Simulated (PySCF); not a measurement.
UHF on Tc⁻ (technetium, charge -1), [Kr] 4d6 5s2, high-spin 5D determinant. All numbers are calculated (PySCF 2.14, a scalar-relativistic core potential, in def2-QZVPPD with the def2 core potential (28 electrons) (7s5p4d4f2g, 88 functions)).

```
cycle= 1 E= -80.070466477451  delta_E= -0.00446  |g|= 0.0238  |ddm|= 0.0489
cycle= 2 E= -80.0706969687974  delta_E= -0.00023  |g|= 0.00703  |ddm|= 0.0149
cycle= 3 E= -80.070739070629  delta_E= -4.21e-05  |g|= 0.0019  |ddm|= 0.0139
cycle= 4 E= -80.0707455650133  delta_E= -6.49e-06  |g|= 0.00111  |ddm|= 0.00618
cycle= 5 E= -80.0707488089337  delta_E= -3.24e-06  |g|= 0.000222  |ddm|= 0.00977
cycle= 6 E= -80.0707489728889  delta_E= -1.64e-07  |g|= 5.91e-05  |ddm|= 0.00394
cycle= 7 E= -80.0707489853963  delta_E= -1.25e-08  |g|= 2.36e-05  |ddm|= 0.00171
cycle= 8 E= -80.0707489886427  delta_E= -3.25e-09  |g|= 6.57e-06  |ddm|= 0.00129
cycle= 9 E= -80.0707489889952  delta_E= -3.53e-10  |g|= 2.19e-06  |ddm|= 0.000461
converged SCF energy = -80.0707489889952  <S^2> = 6.1090312  2S+1 = 5.0434239
```

Highest occupied orbital energy: 0.290 eV; ⟨L²⟩ = 6.04; populations by l: s 4.00, p 6.00, d 6.00, f 0.00.

(1) Can this result be used?

## Answers

(1) With care. Self-consistency was reached. Energies and moments cover only the electrons outside the core potential. ⟨S²⟩ = 6.11 against 6.00 shows spin contamination. At UHF the highest occupied level has a positive energy, so only the finite basis holds that electron.
